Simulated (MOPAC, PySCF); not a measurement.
H4O3Sn, SMILES `[OH][SnH]([OH])[OH]`, neutral singlet in the gas phase. 

Cartesian coordinates (Å):
```xyz
8

O      0.0425     1.7960     0.3096
Sn     0.0571    -0.1484     0.5658
O     -1.6081    -0.8299    -0.2147
O      1.5221    -0.8497    -0.5335
H     -0.7178     2.0655    -0.2197
H      0.2208    -0.5764     2.1939
H     -1.4315    -1.3083    -1.0338
H      1.9149    -0.1489    -1.0677
```
Charge 0, multiplicity 1.

All levels are single points at this geometry (r2SCAN-D4/def2-TZVP); Pople sets use spherical d functions. Orbital energies aren't observables, and empty levels follow the basis.

```csv
level,HOMO (eV),LUMO (eV),gap (eV),dipole (D),"vertical IE, Delta-SCF (eV)"
PBE-D3(BJ)/def2-TZVP in PySCF,-7.07,-1.94,5.13,0.75,–
r2SCAN-D4/def2-TZVP in PySCF,-7.45,-1.61,5.84,0.72,–
B3LYP/6-311+G** (LANL2DZ on Sn) in PySCF,-8.68,-1.28,7.40,0.56,–
M06-2X/6-31G* (LANL2DZ on Sn) in PySCF,-10.13,0.49,10.62,0.96,–
SVWN5/6-31G* (LANL2DZ on Sn) in PySCF,-6.79,-1.50,5.29,1.06,–
PM7 in MOPAC,-11.14,1.30,12.45,0.23,–
```
